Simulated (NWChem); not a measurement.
Molecule: SnIF, singlet; SMILES [F][Sn][I]

```xyz
3

Sn     0.3171     1.2444     0.0000
F     -1.5612     1.7864     0.0000
I     -0.0340    -1.4773     0.0000
```
Atoms are numbered in this order, from 1.

All runs: NWChem. Low-valent species are run as closed-shell singlets; no triplet was tried in these runs. Geometry: optimised at PBE0/def2-SVP. Not confirmed as a minimum by frequencies. def2 effective core potentials on Sn, I; no spin-orbit coupling. Ions are spin-unrestricted doublets at the neutral geometry; other ion states weren't tried.

### Question
What does the run give for CAM-B3LYP/def2-SVP? Quantities: vertical ionisation energy, ΔSCF (eV); −ε(HOMO) (eV).

### Answer
```json
{
  "vertical ionisation energy, ΔSCF (eV)": "9.64",
  "−ε(HOMO) (eV)": "8.61"
}
```
